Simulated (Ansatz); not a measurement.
Frontier orbitals of H$_{6}$HfN$_{2}$O$_{2}$ (`[NH2][Hf]([NH2])([OH])[OH]`).

Total charge 0; spin multiplicity 1. Correlated methods include outer-core shells of Hf, which these sets cover unevenly. Hf: def2 effective core potential. The geometry is a stationary point of PBE0-D4/def2-TZVP. It is one conformer, not always the lowest. Basis def2-TZVPP, the Gaussian-basis code of Ansatz.

Orbital energies of one run (eV). Highest occupied ones, from the top: -6.31, -6.86, -8.19, -8.51, -8.69, -8.96, -9.62, -9.91, -12.31, -12.46, -12.94, -13.25, -21.85, -21.98. Empty: -0.27, 0.30, 1.03, 1.16, 1.31, 1.52.

(1) Which functional gave them?
A. PBE
B. LDA (SPW92)
C. HSE06 (plane-wave form)
D. BLYP

Results:

(1) C. HOMO energies: HSE06 -6.31, LDA (SPW92) -5.52, PBE -5.32, BLYP -5.20 eV.
